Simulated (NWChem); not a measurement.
System: AlH2OF; SMILES [F][AlH][OH]

```xyz
5

Al    -0.4527    -0.0177     0.0000
H     -2.0177    -0.0367     0.0000
F      0.4033    -1.4445     0.0000
O      0.3696     1.4583     0.0000
H      1.3169     1.6016     0.0000
```
Atoms are numbered in this order, from 1.

Computed with NWChem. Medium grid unless said otherwise, to which SCAN and Minnesota functionals are sensitive. Coordinates come from a PBE0/def2-SVP optimisation. Total energies of different functionals are on different scales.

| level | energy (Ha) | highest occupied level (eV) | orbital gap (eV) | dipole (D) |
|---|---|---|---|---|
| B3LYP/def2-TZVP | -418.9439 | -9.30 | 8.58 | 0.89 |
| PBE/def2-TZVP | -418.5999 | -7.88 | 6.65 | 0.92 |
| LRC-wPBEh/def2-TZVP | -418.6422 | -11.51 | 12.64 | 0.89 |
| KT2/def2-TZVP | -423.4997 | -7.98 | 6.68 | 0.88 |
| B97-D/def2-TZVP | -418.8134 | -7.89 | 6.78 | 0.94 |
| M06/def2-TZVP | -418.8371 | -9.55 | 8.84 | 0.86 |
| M06-L/def2-TZVP | -418.8774 | -8.06 | 7.40 | 0.87 |
| HCTH/407/def2-TZVP | -418.8900 | -8.02 | 6.71 | 0.92 |
| LC-BLYP (range parameter 0.33 per bohr)/def2-TZVP | -418.4507 | ___ | ___ | 0.90 |
| OLYP/def2-TZVP | -418.8602 | -7.69 | 6.66 | 0.92 |

Task: Complete the blanks.

Result: 
- LC-BLYP (range parameter 0.33 per bohr)/def2-TZVP, highest occupied level (eV): -12.06
- LC-BLYP (range parameter 0.33 per bohr)/def2-TZVP, orbital gap (eV): 13.22
